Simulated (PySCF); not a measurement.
## C₆ coefficients of unlike pairs at PBE0

Calculated with PySCF 2.14 from the dipole response of each species, C₆(A,B) = (3/π) ∫ α_A(iu) α_B(iu) du, in atomic units, from isotropic polarisabilities. For ions this is the dispersion term alone; charge-induced terms of lower order in 1/R come first.

```
species           configuration                                                                                              basis      relativity  α (bohr³)  C₆ (like pair)
   Kr³⁺  [Ar] 3d10 4s2 4p3 (4S)                                                          aug-cc-pVQZ-PP with ECP10MDF (7s6p5d3f2g)  core potential      5.477           21.28
      K           [Ar] 4s1 (2S)                                                                            dyall-av3z (25s18p5d2f)            none      353.3            5181
    C²⁺           [He] 2s2 (1S)                                                                             dyall-av3z (15s9p3d2f)            none      4.277           6.616
   Tc²⁺           [Kr] 4d5 (6S)  aug-cc-pVTZ-PP with one added diffuse shell each of s, p, d, f, g type with ECP28MDF (7s7p6d4f3g)  core potential      8.882           47.52
```

(1) Estimate C₆ for C²⁺ with K.

No spin-orbit coupling is included.

The other pairs:

```csv
pair,C₆
"Tc²⁺, C²⁺",17.04
"K, Kr³⁺",167.3
"Tc²⁺, Kr³⁺",31.74
"C²⁺, Kr³⁺",11.32
"Tc²⁺, K",263.9
```

Results:

(1) The integral gives 119.2. The combination rule 2 C_A C_B / (C_A α_B/α_A + C_B α_A/α_B) gives 112.5 and the geometric mean 185.1.
